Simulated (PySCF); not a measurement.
Working out the ionisation energy of Tl

Tl [Xe] 4f14 5d10 6s2 6p1 (2P) → Tl⁺ [Xe] 4f14 5d10 6s2 (1S). Computed with PySCF 2.14 in aug-cc-pwCVTZ-PP with ECP60MDF (8s7p6d4f1g, 96 functions), with a scalar-relativistic core potential. Frozen: 5s2 5p6 5d10. Energies in hartree (1 hartree = 27.21139 eV):

```tsv
part	Tl (lower)	Tl⁺ (upper)
UHF	-171.515471	-171.331199
CCSD correlation	-0.036050	-0.027917
(T)	-0.000555	0.000000
```

Q: What does Hartree-Fock give?

A: (-171.331199) − (-171.515471) = 0.184272 hartree = 5.014 eV.

Q: What do CCSD and CCSD(T) give?

A: The CCSD correlation energies differ by 0.008133 hartree = 0.221 eV and the triples by 0.000555 hartree = 0.015 eV, so CCSD gives 5.235 eV and CCSD(T) 5.250 eV.

Measured between the centres of the two terms (NIST): 5.464 eV, so CCSD(T) (valence) is off by -0.214 eV.

What remains against the reference includes basis incompleteness, the frozen core and higher excitations.
